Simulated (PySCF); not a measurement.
HO, SMILES [OH], multiplicity 2.

The structure is a stationary point at B3LYP-D3(BJ)/def2-TZVPD.

Computed with PBE0/def2-TZVPD (PySCF).

The molecule is in vacuum.

Problem. Estimate the frontier levels, dipole moment. (Estimate from the structure and the level; the computed values follow.)

Solution. 
```yaml
"α spin, highest occupied and lowest empty level": -9.96 and 0.27 eV
"β spin, highest occupied and lowest empty level": -9.22 and -4.30 eV
dipole_moment: 1.65 D
"⟨S²⟩": 0.753 (pure state 0.75)
```
